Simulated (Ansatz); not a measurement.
Problem. Name a neutral molecule of Al, C, F, O, Si and H with size of the dipole moment (B3LYP/def2-TZVPP) between 1.20 and 1.50 D and HOMO–LUMO gap (B3LYP/def2-TZVPP) between 5.65 and 5.95 eV (Ansatz, PBE0-D4/def2-TZVP geometry).

Solution. `C=C([SiH3])[O][AlH][F]` (1.39 D, 5.88 eV); `[CH3][Al]([OH])[SiH2]F` (1.20 D, 5.79 eV). Other molecules can fit too; these were computed, each in one conformer that needn't be the lowest.

B3LYP here is the variant with VWN-RPA as its local correlation; programs differ in this.
